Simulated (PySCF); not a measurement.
## Iron: a sound run and one with changed settings

Sound run: Fe [Ar] 3d6 4s2, Fe⁺ [Ar] 3d6 4s1. Calculation: PySCF 2.14, in def2-SVP (5s3p2d1f, 31 functions); no relativity, point nucleus. In the sound run the correlated levels freeze [Ar]. The sound run starts from symmetry-adapted Hartree-Fock orbitals and uses a fine grid where one is needed.

Changed run: scalar relativity by spin-free X2C-1e. This setting is unsound on purpose.

```json
{"species": "Fe", "method": "UHF", "sound run (hartree)": "-1262.26059", "changed run (hartree)": "-1269.61333", "converged": "yes"}
{"species": "Fe", "method": "B3LYP", "sound run (hartree)": "-1263.51777", "changed run (hartree)": "-1270.87080", "converged": "yes"}
{"species": "Fe", "method": "PBE", "sound run (hartree)": "-1263.22193", "changed run (hartree)": "-1270.57491", "converged": "yes"}
{"species": "Fe", "method": "MP2", "sound run (hartree)": "-1262.36568", "changed run (hartree)": "-1269.71870", "converged": "yes"}
{"species": "Fe⁺", "method": "UHF", "sound run (hartree)": "-1262.02868", "changed run (hartree)": "-1269.37855", "converged": "yes"}
{"species": "Fe⁺", "method": "B3LYP", "sound run (hartree)": "-1263.22907", "changed run (hartree)": "-1270.57829", "converged": "yes"}
{"species": "Fe⁺", "method": "PBE", "sound run (hartree)": "-1262.94254", "changed run (hartree)": "-1270.29169", "converged": "yes"}
{"species": "Fe⁺", "method": "MP2", "sound run (hartree)": "-1262.10870", "changed run (hartree)": "-1269.45853", "converged": "yes"}
```

Ionisation energy of Fe:

```json
{"method": "UHF", "sound run (eV)": "6.311", "changed run (eV)": "6.389"}
{"method": "B3LYP", "sound run (eV)": "7.856", "changed run (eV)": "7.960"}
{"method": "PBE", "sound run (eV)": "7.603", "changed run (eV)": "7.707"}
{"method": "MP2", "sound run (eV)": "6.993", "changed run (eV)": "7.080"}
{"method": "SCS-MP2", "sound run (eV)": "7.104", "changed run (eV)": "7.192"}
```

Most of the change in total energy is the relativistic energy itself. On top of that the contraction fixes the core shape for the Hamiltonian it was made with, so the changed run is not a good calculation with the other Hamiltonian either.

For comparison, NIST gives 7.902 eV between the lowest levels.
